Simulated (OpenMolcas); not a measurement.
## Ni VIII: the spin-orbit constant, Racah parameters, worked from levels

- Program: OpenMolcas 26.06
- Basis: ANO-RCC-VTZP [6s5p3d2f1g]
- Scalar Hamiltonian: DKH2, point nucleus
- Active space: 9 electrons in 8 orbitals (RAS1 3p, at most 2 holes; RAS2 3d)
- State averaging: 2S+1 = 4 even, 10 roots; 2S+1 = 2 even, 40 roots
- Spin-orbit coupling: RASSI with atomic mean-field integrals over the reference wave functions, term energies averaged over their components

Methods: RASSCF; MS-RASPT2, IPEA 0.25 Eh, imaginary shift 0.1 Eh (closed shells correlated: 3s). Measured levels: Corliss and Sugar, J. Phys. Chem. Ref. Data 10, 197 (1981).

**The spin-orbit constant.** For the Hund term ⁴F of d3, E(J) = (A/2) J(J+1) + constant and ζ = 2S·A = 3A. From J = 3/2 to J = 9/2 the energy changes by 10.5 A.

| Source | E(9/2) - E(3/2) | A | ζ |
| --- | --- | --- | --- |
| RASSCF | 3920.9 | 373.4 | 1120 |
| MS-RASPT2 | 3914.0 | 372.8 | 1118 |
| measured | 3721.0 | 354.4 | 1063 |

All in cm-1. MS-RASPT2 is off by +5.2 % and RASSCF by +5.4 %. Both methods take the spin-orbit matrix elements from the reference wave functions, so the second can move ζ only through the term energies and any multistate remixing. Second-order mixing with other terms is absorbed into this ζ.

**Racah parameters.** Above ⁴F, d3 has ⁴P at 15B, ²G at 4B + 3C and ²H at 9B + 3C. The first two fix B and C, and the third tests them; where it misses by thousands of cm-1, two parameters do not describe the configuration (Trees and configuration-interaction terms are left out) and B and C hang on the terms chosen. Term energies are centres of gravity, weighted by 2J + 1.

| Source | ⁴P | ²G | B | C | C/B | ²H from B, C | ²H found |
| --- | --- | --- | --- | --- | --- | --- | --- |
| RASSCF | 25169 | 27626 | 1678 | 6971 | 4.15 | 36015 | 38628 |
| MS-RASPT2 | 22778 | 25085 | 1519 | 6337 | 4.17 | 32682 | 35025 |

Energies in cm-1. From RASSCF to MS-RASPT2, B changes by -9.5 % and C by -9.1 %.

CASPT2 does not keep the components of a term degenerate, so their means are used; among the terms shown or strongly mixed into the levels shown the widest spread is 990 cm-1 (3d³ ⁴F, MS-RASPT2). Active for correlation alone: 3p; no level in the range computed is led by a configuration that opens it, so any true level of that kind is missing. Without dynamic correlation excited terms often stand tens of per cent too high (terms of higher spin than the ground term too low), and those without a measured partner can miss by more than the paired ones (holds for RASSCF). Computed and measured levels are paired by configuration, term and J; levels that our copy of the source lacks, or whose pairing is in doubt (as where it misses far off the trend of its configuration), stay unpaired and out of the deviations. Only configurations of the active space appear.
